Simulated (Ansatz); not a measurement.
Reaction (redistribution): `[OH][Ge]([F])([F])[Cl]` + `[SiH3]C[SiH2][SbH2]` → `[OH][Ge]([F])([F])[SiH3]` + `ClC[SiH2][SbH2]`

Gas-phase electronic energies from Ansatz, PBE0-D4/def2-TZVP geometries. CCSD(T)/CBS adds triple-zeta CCSD(T) − MP2 to the extrapolated MP2 energy (def2 sets, frozen cores). DFT in def2-TZVPP. B3LYP here is the variant with VWN-RPA as its local correlation; programs differ in this. def2 core potentials past Kr. For Ge, Sb outer-core shells are correlated without core-valence functions, which leaves a few kJ/mol of doubt a bond. Scalar relativity is left out up to krypton. Each species was taken in one conformer, which may not be the lowest.

| level | ΔE (kJ/mol) | difference from CCSD(T)/CBS |
| --- | --- | --- |
| PBE-D4 | 101.8 | -14.7 |
| r2SCAN-D4 | 119.2 | 2.7 |
| PBE0-D4 | 112.8 | -3.7 |
| B3LYP-D4 | 108.7 | -7.8 |
| ωB97X-V | 115.3 | -1.2 |
| ωB97M-V | 119.3 | 2.8 |
| B2PLYP | 114.5 | -2.0 |
| PBE | 98.4 | -18.1 |
| r2SCAN | 118.4 | 1.9 |
| PBE0 | 109.9 | -6.6 |
| B3LYP | 103.1 | -13.4 |
| HF/def2-TZVPP | 128.4 | 11.9 |
| MP2/def2-TZVPP | 132.1 | 15.6 |
| SCS-MP2/def2-TZVPP | 127.0 | 10.5 |
| CCSD/def2-TZVPP | 124.2 | 7.7 |
| CCSD(T)/def2-TZVPP | 123.7 | 7.2 |
| HF/def2-QZVPP | 128.9 | 12.4 |
| MP2/def2-QZVPP | 128.1 | 11.6 |
| SCS-MP2/def2-QZVPP | 124.0 | 7.5 |
| HF/CBS(def2) | 129.0 | 12.5 |
| MP2/CBS(def2) | 124.9 | 8.4 |
| CCSD/CBS(def2) | 117.0 | 0.5 |
| CCSD(T)/CBS | 116.5 | 0 |

Largest T1 diagnostic among the species: 0.013.

From PBE to PBE0 (25 % exact exchange), in def2-TZVPP and without D4, ΔE moves by +11.6 kJ/mol. The D4 term adds +5.6 kJ/mol with B3LYP and +2.9 kJ/mol with PBE0; it sums over pairs of atoms, weighted by their polarisabilities, and B3LYP, whose exchange is more repulsive, gets the larger term.

CCSD(T)/CBS has its own doubt, a few kJ/mol and more with outer-core shells, so smaller differences from it don't rank the levels.
